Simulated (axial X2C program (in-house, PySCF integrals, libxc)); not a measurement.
Outer orbitals of MoAs at 2.288 Å, HF

Calculated with an axial X2C code built on PySCF integrals. Spin-free means the one-electron spin-free X2C Hamiltonian; two-component (2c) means X2C with spin–orbit coupling and atomic mean-field two-electron Coulomb and Gaunt terms, so the difference of the two also holds small scalar two-electron terms. Basis: Mo dyall-cv3z [11s12p9d5f3g], As dyall-cv3z [9s9p6d4f1g] (cores contracted in-house); Gaussian nuclei, density fitting, unrestricted open shells. Masses: Mo 97.905 u, As 74.922 u.

The distance is close to the 2c PBE0 minimum; the highest filled and lowest empty levels are listed.

Spin-free orbitals, state M_S = 3/2, Λ = 0 (beyond evenly filled blocks: σα, δ+α, δ-α) (Löwdin shares):

```
symmetry  occupied  ε (eV)              atomic character
      σβ       yes  -21.27  67% As s, 12% Mo p, 10% Mo d
      σα       yes  -17.03  60% As s, 19% Mo d, 10% Mo p
     π+α       yes  -10.25    92% Mo d, 5% As p, 2% As d
     π-α       yes  -10.25    92% Mo d, 5% As p, 2% As d
     δ-α       yes  -10.18                     100% Mo d
     δ+α       yes  -10.18                     100% Mo d
      σα       yes   -9.62   66% Mo d, 18% As p, 8% As s
     π+β       yes   -9.15   74% As p, 13% Mo d, 6% Mo f
     π-β       yes   -9.15   74% As p, 13% Mo d, 6% Mo f
      σβ       yes   -8.90   78% As p, 10% Mo d, 5% Mo s
      σα       yes   -7.08   53% Mo s, 37% As p, 4% Mo d
     π-α        no    0.14            79% Mo p, 19% As p
     π+α        no    0.14            79% Mo p, 19% As p
      σα        no    0.17  46% Mo p, 25% Mo s, 19% As p
      σβ        no    0.28            73% Mo s, 25% Mo p
```

Spinors with spin–orbit coupling (state Ω = 3/2):

```tsv
ω	occupied	ε (eV)	atomic character	λ mixture
-1/2	yes	-21.25	67% As s, 12% Mo p, 10% Mo d	100% σ
1/2	yes	-17.04	60% As s, 19% Mo d, 10% Mo p	100% σ
-1/2	yes	-10.31	92% Mo d, 5% As p, 2% As d	100% π
-3/2	yes	-10.28	100% Mo d	100% δ
3/2	yes	-10.21	92% Mo d, 5% As p, 2% As d	100% π
5/2	yes	-10.08	100% Mo d	100% δ
1/2	yes	-9.63	65% Mo d, 18% As p, 8% As s	100% σ
1/2	yes	-9.24	74% As p, 13% Mo d, 6% Mo f	100% π
-3/2	yes	-9.03	74% As p, 13% Mo d, 6% Mo f	100% π
-1/2	yes	-8.90	78% As p, 10% Mo d, 5% Mo s	100% σ
1/2	yes	-7.08	52% Mo s, 37% As p, 4% Mo d	100% σ
-1/2	no	0.12	78% Mo p, 20% As p	100% π
1/2	no	0.17	46% Mo p, 25% Mo s, 19% As p	100% σ
3/2	no	0.18	80% Mo p, 18% As p	100% π
-1/2	no	0.28	73% Mo s, 25% Mo p	100% σ
```

Mulliken charges and populations of the two-component result (they depend on the basis, above all on diffuse functions):

Mo 0.21 e (s 8.74 p 18.10 d 14.92 f 0.02), As -0.21 e (s 7.88 p 15.29 d 10.04 f 0.01). ⟨Lz⟩ = 0.00 ħ and ⟨Sz⟩ = 1.50 ħ (2.58 and -1.08 on the two atoms), which add up to Ω.

The state is a single determinant with fixed occupations, the lowest that a limited PBE0 search found. With several unpaired electrons one determinant need not be a pure state. This is the top spin component of a Σ state; components of lower Ω are not single determinants and can lie lower. The determinant is spin-polarised beyond a pure state at some levels (its spin-free form has ⟨S²⟩ too high), which makes Re and μ there less reliable.
